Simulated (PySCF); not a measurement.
PySCF input for trans-(1R,2R)-1-ethenyl-2-methylcyclopropane (C₆H₁₀), SMILES C=C[C@H]1C[C@H]1C, SMD-ωB97X/def2-SVP. Geometry: B3LYP-D3(BJ)/def2-SVP. One conformer was computed; it need not be the lowest.

```python
import numpy as np
from pyscf import gto, scf, dft
from pyscf.solvent import smd

mol = gto.M(
    atom='''
    C     1.90439666   -0.99151958    0.33636742
    C     1.13480043   -0.07016702    0.92529226
    C     0.22926798    0.89752012    0.25397873
    C    -0.12478135    0.81887705   -1.20935551
    C    -1.18300299    0.51071969   -0.18419217
    C    -1.71191437   -0.89393098   -0.01629984
    H     1.94963774   -1.09714587   -0.75139884
    H     2.52420832   -1.67293027    0.92496498
    H     1.14624285   -0.00373679    2.02093247
    H     0.29676468    1.90878876    0.67188318
    H     0.26930110   -0.02334558   -1.78543850
    H    -0.18627117    1.75290109   -1.77433969
    H    -1.93233618    1.29434968   -0.02451581
    H    -2.15688055   -1.03726832    0.98231405
    H    -0.91213989   -1.64001128   -0.13355197
    H    -2.49112519   -1.11059726   -0.76559526
    ''',
    basis='def2-SVP',
    charge=0,
    spin=0,
    max_memory=1600,
    verbose=3,
)
mf = dft.RKS(mol, xc='wb97x').density_fit(auxbasis='def2-universal-jkfit')
mf.grids.level = 3
mf.conv_tol = 1e-9
mf.max_cycle = 100
mf.kernel()
res = {}
for name in ['water', 'acetonitrile', 'dichloromethane']:
    s = mf.SMD()
    s.with_solvent.solvent, s.with_solvent.sasa_ng = name, 194
    s.kernel(mf.make_rdm1())
    res[name] = (s.e_tot, s.with_solvent.get_cds(), s.dip_moment(), s.mo_energy, s.converged)
    print(f'SMD {name}: dG(solv) = {(s.e_tot - mf.e_tot) * 627.509474:.3f} kcal/mol, of which CDS {res[name][1] * 627.509474:.3f}')
```

It prints:

```
converged SCF energy = -234.378560696164
converged SCF energy = -234.377264520051
Dipole moment(X, Y, Z, Debye): -0.52625,  0.24243,  0.04777
SMD water: dG(solv) = 0.813 kcal/mol, of which CDS 3.438
converged SCF energy = -234.384892407086
Dipole moment(X, Y, Z, Debye): -0.52170,  0.24064,  0.04847
SMD acetonitrile: dG(solv) = -3.973 kcal/mol, of which CDS -1.422
converged SCF energy = -234.386321204637
Dipole moment(X, Y, Z, Debye): -0.49900,  0.23106,  0.05121
SMD dichloromethane: dG(solv) = -4.870 kcal/mol, of which CDS -2.691
```

The calculation finished and met its thresholds.
